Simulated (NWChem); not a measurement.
CuHOF, doublet; SMILES [OH][Cu][F]

```xyz
4

Cu    -0.0123    -0.0159     0.0000
F     -0.0050    -1.7461     0.0000
O     -0.0823     1.7267     0.0000
H      0.7579     2.2042     0.0000
```
Atoms are numbered in this order, from 1.

Level: PBE0/def2-SVP, spin-unrestricted (NWChem), optimised geometry, unscaled harmonic frequencies. In the optimisation the excess spin sits in a" (Cs, its own frame). This spin state was assumed; another may lie lower.

```tsv
frequency (cm⁻¹)	IR intensity (km/mol)
78	22.2
186	15.5
588	9.6
684	139.9
759	42.1
3869	148.7
```

```yaml
zero_point_energy: 8.8 kcal/mol
thermal correction to the enthalpy at 298.15 K (with zero-point energy): 12.3 kcal/mol
heat capacity Cv: 12.4 cal/(mol K)
"entropy at 298.15 K and 1 atm (symmetry number 1, electronic part: spin degeneracy alone)": 68.9 cal/(mol K)
dipole_moment: 2.89 D
```

Rigid rotor and harmonic oscillator; modes under 100 cm⁻¹ make the entropy uncertain.
